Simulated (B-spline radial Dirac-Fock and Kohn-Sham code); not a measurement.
# Elastic scattering of 100 keV electrons by atomic beryllium

Level of theory: relativistic (Dirac) partial waves in the static field of the Dirac-Fock atom with Furness-McCarthy exchange, without polarisation or absorption potentials; a radial finite-basis atomic code.

```
θ (°)  dσ/dΩ (a₀²/sr)  Sherman function
    0            47.6             0.000
    1            4.25             0.000
    2           0.398             0.000
    3           0.104             0.000
    5          0.0191             0.000
    7         0.00570             0.000
   10         0.00147             0.000
   15        0.000300             0.000
   20        9.63e-05             0.000
   25        3.98e-05             0.000
   30        1.94e-05            -0.001
   40        6.28e-06            -0.001
   50        2.65e-06            -0.002
   60        1.32e-06            -0.003
   70        7.43e-07            -0.004
   80        4.58e-07            -0.005
   90        3.03e-07            -0.006
  100        2.13e-07            -0.007
  110        1.58e-07            -0.007
  120        1.22e-07            -0.007
  130        9.90e-08            -0.007
  140        8.34e-08            -0.006
  150        7.31e-08            -0.005
  160        6.65e-08            -0.004
  170        6.28e-08            -0.002
  180        6.24e-08             0.000
```

Question: What integrated cross sections go with this distribution?

Answer: The total elastic cross section is 0.0203 a₀², the first transport cross section 1.71e-05 a₀² and the second, weighted with (3/2) sin²θ, 4.55e-05 a₀². The mean deflection is ⟨1 − cos θ⟩ = 0.000842, and 0.0044 % of the collisions scatter beyond 90°.

Values without a named source are computed, but for edge energies of neutral atoms, which are taken from tables.
